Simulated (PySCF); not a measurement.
C5H6OS.
Numbering: `[CH3:1][O:2][c:3]1[cH:4][cH:5][s:6][cH:7]1` (hydrogens: H8, H9, H10 on C1; H11 on C4; H12 on C5; H13 on C7)

Computed geometry: GFN2-xTB, gas phase.

Some entries are withheld. Bonds in one row agree within 0.01 Å.

| coordinate | value |
| --- | --- |
| C1–O2 | ? |
| O2–C3 | 1.358 Å |
| C3–C4 | 1.425 Å |
| C4–C5 | ? |
| C5–S6 | ? |
| S6–C7 | ? |
| C3–C7 | 1.363 Å |
| C1–H8, C1–H9, C1–H10 | 1.093 Å |
| C4–H11 | 1.074 Å |
| C5–H12 | 1.071 Å |
| C7–H13 | 1.071 Å |
| C1–O2–C3 | 116.8° |
| O2–C3–C4 | 119.5° |
| O2–C3–C7 | ? |
| C4–C3–C7 | 112.4° |
| C3–C4–C5 | 112.4° |
| C4–C5–S6 | 112.2° |
| C5–S6–C7 | ? |
| C3–C7–S6 | ? |

Estimate the withheld lengths and angles.

- C1–O2 = 1.406 Å, drawn single (methoxy carbon to aryl ether oxygen); 0.01 Å below the sum of covalent radii, 1.42 Å.
- C4–C5 = 1.353 Å, aromatic (aromatic CH carbon to aromatic CH next to a ring sulfur); 0.11 Å below the sum of covalent radii, 1.46 Å.
- C5–S6 = 1.718 Å, aromatic (aromatic CH next to a ring sulfur to thiophene-type sulfur); 0.06 Å below the sum of covalent radii, 1.78 Å.
- S6–C7 = 1.724 Å, aromatic (thiophene-type sulfur to aromatic CH next to a ring sulfur); 0.06 Å below the sum of covalent radii, 1.78 Å.
- O2–C3–C7 = 128.1°, at the aromatic carbon bearing oxygen; the outer atoms are 2.446 Å apart.
- C5–S6–C7 = 91.3°, at the thiophene-type sulfur, inside a 5-membered ring; the outer atoms are 2.461 Å apart.
- C3–C7–S6 = 111.6°, at the aromatic CH next to a ring sulfur, inside a 5-membered ring; the outer atoms are 2.562 Å apart.

Radii are Cordero's, carbon taken as 0.76, 0.73 or 0.69 Å for four, three, and two or fewer neighbours.

Whether it is a minimum is left open (no frequencies). The numbers are those of one conformer (C1–O2–C3–C4 179°).
